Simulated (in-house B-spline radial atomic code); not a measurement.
Values are calculated unless marked as measured or tabulated.
**Extrapolating the RPA correlation energy in partial waves: In⁸⁺**

All-electron RPA on PBE0 orbitals from an all-electron radial atomic-structure program (B-spline basis), scalar-relativistic (spin-free one-electron X2C), finite nucleus, configuration [Kr] 4d5, highest spin. With empty states up to angular momentum L the sums are:

```
L  E_c(L) (hartree)
4         -2.693853
5         -2.902680
6         -3.004573
```

For large l each further wave adds A/(l + 1/2)⁴, because the basis must build the cusp where two electrons meet.

Q: Estimate the limit from L = 5 and L = 6.

A: Wave 6 adds -0.101893, against a sum of (l + 1/2)⁻⁴ of 5.60204e-04, so A = -181.89. The sum over l > 6 is ζ(4, 7.5) = 9.6207e-04, close to 1/(3 × 7³) = 9.7182e-04. The tail is -0.174987 and the limit -3.17956 hartree.

Q: How good is the estimate?

A: A run to L = 11 sums to -3.12387 and extrapolates to -3.14828 hartree, 1.79 millihartree from the run before, so it has not settled and is itself too deep. The estimate differs from that by -31.28 millihartree, while the bare sum at L = 6 misses 143.7 millihartree (4.6 %).
